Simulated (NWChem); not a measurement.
Everything below was run with NWChem. System: GeS, charge 0, spin multiplicity 1, at a geometry optimised with PBE/def2-SVP. The structure started from a generated list of species. Level: MP2/STO-3G, 14 core orbitals frozen.

Input file:

```
start mol
memory heap 200 mb stack 900 mb global 1100 mb
geometry units angstroms nocenter noautoz
  Ge     0.000000     0.000000     0.681111
  S      0.000000     0.000000    -1.362222
  symmetry group C2v
end
basis spherical
  * library sto-3g
end
scf
  rhf
  nopen 0
  maxiter 100
  thresh 1e-7
  semidirect memsize 60000000 filesize 0
end
mp2
  freeze core 14
end
task mp2 energy
```

Output (cleaned and shortened):

```
             Northwest Computational Chemistry Package (NWChem) 7.3.0
             --------------------------------------------------------

                                NWChem Input Module
                                -------------------

 Scaling coordinates for geometry "geometry" by  1.889725989
 (inverse scale =  0.529177249)

 Turning off AUTOSYM since
 SYMMETRY directive was detected!

                             Geometry "geometry" -> ""
                             -------------------------

 Output coordinates in angstroms (scale by  1.889725989 to convert to a.u.)

  No.       Tag          Charge          X              Y              Z
 ---- ---------------- ---------- -------------- -------------- --------------
    1 Ge                  32.0000     0.00000000     0.00000000     0.68111100
    2 S                   16.0000     0.00000000     0.00000000    -1.36222200

 Effective nuclear repulsion energy (a.u.)     132.5964742349

            Nuclear Dipole moment (a.u.)
            ----------------------------
        X                 Y               Z
 ---------------- ---------------- ----------------
     0.0000000000     0.0000000000     0.0000000000

      Symmetry information
      --------------------

 Group name             C2v
 Group number             16
 Group order               4
 No. of unique centers     2

      Symmetry unique atoms

     1    2


 Summary of "ao basis" -> "" (spherical)
 ------------------------------------------------------------------------------
       Tag                 Description            Shells   Functions and Types
 ---------------- ------------------------------  ------  ---------------------
 *                           sto-3g                   on all atoms

 Summary of "ao basis" -> "ao basis" (spherical)
 ------------------------------------------------------------------------------
       Tag                 Description            Shells   Functions and Types
 ---------------- ------------------------------  ------  ---------------------
 Ge                          sto-3g                  8       18   4s3p1d
[...]
     1   1 0 0     -0.000000      0.000000      0.000000
     1   0 1 0      0.000000      0.000000      0.000000
     1   0 0 1      0.540213      0.000000      0.000000

     2   2 0 0    -18.038027      0.000000      0.000000
     2   1 1 0      0.000000      0.000000      0.000000
     2   1 0 1     -0.000000      0.000000      0.000000
     2   0 2 0    -18.038027      0.000000      0.000000
     2   0 1 1      0.000000      0.000000      0.000000
     2   0 0 2    -22.696100      0.000000    159.039387

                   NWChem MP2 Semi-direct Energy/Gradient Module
                   ---------------------------------------------

  Basis functions       =     27
  Molecular orbitals    =     27
  Frozen core           =     14
  Frozen virtuals       =      0
  Active alpha occupied =     10
  Active beta occupied  =     10
  Active alpha virtual  =      3
  Active beta virtual   =      3
  Use MO symmetry       = T
  Use skeleton AO sym   = T

  AO/Fock/Back tols     =   1.0D-09  1.0D-09  1.0D-09

 GA uses MA = F    GA memory limited = T

 Available:
  local mem=  1.26D+08
 global mem=  1.44D+08
 local disk=  0.00D+00
  mp2_memr nvloc                     3
  nvloc new                     3
   1 passes of  10:        2097152                       2252                     36890.
   1 passes of  10: M    126155375           G      144177742           F     124058223.

 Semi-direct pass number   1 of   1  for RHF alpha+beta  at        0.3s
  vrange nnbf                   349
  mp2_eaftype                    10  avail_ma_in_mb                  1099
 EAF : mp2_eaftype filesize          10      18445.
  mp2_eaf for mointskh                     10
Node 0 wrote      0.1 Mb in      0.0 s     Agg I/O rate:   552.9 Mb/s
 Done moints_semi at        0.6s
  mp2_eaftype                    10  avail_ma_in_mb                  1089
 EAF : mp2_eaftype filesize          10      18445.
  mp2_eaf for kh                    10
 Done maket at        0.6s
 Done multipass loop at        0.6s

          -------------------------------------------
          SCF energy               -2444.901603090349
          Correlation energy          -0.100042526324
          Singlet pairs               -0.061222225241
          Triplet pairs               -0.038820301083
          Total MP2 energy         -2445.001645616673
          -------------------------------------------

          ---------------------------------------------------
                    Spin Component Scaled (SCS) MP2
          Same spin pairs                     -0.025880200722
          Same spin scaling factor             0.333333333333
          Opposite spin pairs                 -0.074162325602
          Opposite spin scaling fact.          1.200000000000
          SCS-MP2 correlation energy          -0.097621524296
          Total SCS-MP2 energy             -2444.999224614645
          ---------------------------------------------------

 -----------------------
 Performance information
 -----------------------

 Timer overhead =  2.31D-07 seconds/call

               Nr. of calls         CPU time (s)                 Wall time (s)                GFlops
             ---------------    -------------------     ------------------------------   -------------------
Name         Min   Avg   Max    Min     Avg     Max     Min     Avg     Max   Mx/calls   Min     Max     Sum
mp2: moin     1     1     1   0.25    0.25    0.25     0.25    0.25    0.25    0.25      0.0     0.0     0.0
mp2: make     1     1     1   1.03E-3 1.03E-3 1.03E-3  1.03E-3 1.03E-3 1.03E-3 1.03E-3   0.0     0.0     0.0
mp2: tota     1     1     1   0.28    0.28    0.28     0.28    0.28    0.28    0.28      0.0     0.0     0.0

 The average no. of pstat calls per process was 3.00D+00
 with a timing overhead of 6.94D-07s

 Task  times  cpu:        0.5s     wall:        0.5s

 Total times  cpu:        0.6s     wall:        0.6s
```
